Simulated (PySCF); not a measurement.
A geometry optimisation on W(OH)F5, `[OH][W]([F])([F])([F])([F])[F]`.

Method: PBE0-D3(BJ)/def2-SVP geometry optimisation, gas phase, def2 core potentials past Kr (PySCF 2.14.0). Start geometry: GFN2-xTB. The input is one job of a driver script: a line of settings, then coordinates in Å.

Input:
```
{"job": {"xc": "PBE0", "basis": "def2-SVP", "d3": "d3bj", "grid": 1, "maxiter": 30, "shake": 0.03, "kind": "geom"}, "charge": 0, "multiplicity": 1}
W      0.084790    -0.096150    -0.293490
O     -0.131100     0.079410     1.492630
H     -0.250910     0.148010     2.432430
F      0.263130    -0.126840    -2.146100
F      1.875290    -0.056780    -0.268490
F     -1.837200     0.004580    -0.528910
F      0.080040     1.826320    -0.491880
F      0.054190    -1.864210    -0.279900
```

Output:
```
step   0  E = -641.37558921  max force = 0.112417
step   1  E = -641.38647390  max force = 0.033314
step   2  E = -641.38937595  max force = 0.009591
step   3  E = -641.39101447  max force = 0.002916
step   4  E = -641.38966927  max force = 0.008099
step   5  E = -641.39087333  max force = 0.004462
step   6  E = -641.39114694  max force = 0.003244
step   7  E = -641.39116059  max force = 0.000980
step   8  E = -641.39113121  max force = 0.002860
step   9  E = -641.39118772  max force = 0.001684
step  10  E = -641.39120344  max force = 0.000335
step  11  E = -641.39121654  max force = 0.000588
step  12  E = -641.39123524  max force = 0.001328
step  13  E = -641.39124679  max force = 0.001072
step  14  E = -641.39125894  max force = 0.000234
optimisation converged
```

Energies in Eh; «max force» is the largest Cartesian gradient component in Eh/bohr.

Problem. At which steps does the energy rise by more than 1e-5 Eh?

Solution. At steps 4 (+1.35 mEh) and 8 (+0.03 mEh).

In short: final energy -641.39126 Eh after 14 steps; dipole 4.13 D.

Problem. Estimate the wall time. Hardware: Arm Neoverse N1, one thread (shared host). And the peak memory of the process?

Solution. About 3.5 min, with 0.48 GiB resident at the peak, the Python interpreter and its libraries included.
Labels such as C1 count atoms from 1, the log's own numbers from 0.
